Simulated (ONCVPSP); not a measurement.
## Zr: excitation energies, all-electron against ONCV

- Element: zirconium (Zr)
- Generator: ONCVPSP 4.0.1
- Type: optimised norm-conserving Vanderbilt (ONCV)
- Functional: LDA (Perdew-Zunger)
- Relativity: scalar-relativistic
- Frozen core: [Ar] 3d10
- Valence charge: 12
- Reference configuration: 4s2 4p6 4d2 5s2
- Partial waves: 4s+5s: rc 1.75 bohr, ncon 4, nbas 7, qcut 8.1 1/bohr, 3 projectors, debl 1.3 Ha; 4p: rc 1.70 bohr, ncon 3, nbas 6, qcut 9.5 1/bohr, 2 projectors, debl 1.1 Ha; 4d: rc 2.75 bohr, ncon 5, nbas 9, qcut 6.8 1/bohr, 2 projectors, debl 3.9 Ha
- Local potential: polynomial inside 1.10 bohr (lpopt 5, dvloc0 0 Ha)
- Core correction: Teter function fitted to the true core (icmod 2), fcfact 0.6

In the p channel the program set the typed energies aside and used -1.194, 0.250 Ha.

Energies are relative to the spin-unpolarised reference configuration 4s2 4p6 4d2 5s2; without spin polarisation the order of configurations can differ from experiment.

| valence configuration | charge | ΔE all-electron (eV) | error AE − PS (meV) |
| --- | --- | --- | --- |
| 4s2 4p6 4d2 5s0 | +2 | 20.593 | -4.0 |
| 4s2 4p6 4d1 5s0 | +3 | 43.414 | +5.8 |
| 4s2 4p6 4d2.5 5s1.5 | 0 | 0.526 | -0.3 |

**Question.** What are ΔE and the potential's error for 4s2 4p6 4d2 5s1?

**Answer.** ΔE = 7.352 eV all-electron; the error (AE − PS) is -1.1 meV.

Levels in the configuration 4s2 4p6 4d2.5 5s1.5:

```json
{"level": "4s", "all-electron (eV)": "-53.410", "pseudo (eV)": "-53.427"}
{"level": "4p", "all-electron (eV)": "-31.463", "pseudo (eV)": "-31.473"}
{"level": "4d", "all-electron (eV)": "-3.055", "pseudo (eV)": "-3.057"}
{"level": "5s", "all-electron (eV)": "-4.293", "pseudo (eV)": "-4.293"}
```
